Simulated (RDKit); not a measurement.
Input file for RDKit: MMFF94 on C2H9N (a complex), monomers drawn apart or pushed together.

```python
from rdkit import Chem
from rdkit.Chem import AllChem, rdDetermineBonds

blocks = [
'''5

C    -0.00543151   -0.04465795   -0.38546212
H     0.10063666    0.34509718   -1.39671866
H    -0.25792949   -1.10336403   -0.43294956
H     0.93168140    0.08321853    0.15411926
H    -0.79695280    0.49801530    0.12965853
''',
'''7

C    -0.16007351    0.74023758    3.07627198
N     0.07480047   -0.69414909    2.92068304
H     0.22734476    1.06566608    4.04306106
H    -1.23474482    0.92985706    3.07889388
H     0.29110344    1.37339807    2.30010088
H     1.06684680   -0.89833913    2.92824344
H    -0.28431745   -1.01946193    2.03156331
''',
]
mol = None
for b in blocks:
    f = Chem.MolFromXYZBlock(b)
    rdDetermineBonds.DetermineBonds(f, charge=0)
    mol = f if mol is None else Chem.CombineMols(mol, f)
Chem.SanitizeMol(mol)
print(Chem.MolToSmiles(Chem.RemoveHs(mol)))
ff = AllChem.MMFFGetMoleculeForceField(mol, AllChem.MMFFGetMoleculeProperties(mol), nonBondedThresh=100.0, ignoreInterfragInteractions=False)
e = ff.CalcEnergy()
print(f'MMFF94 energy {e:.6f} kcal/mol')
```

It printed:

```
C.CN
MMFF94 energy -0.766208 kcal/mol
```

The run finished.

Cost: around 0.04 core-seconds (rough).
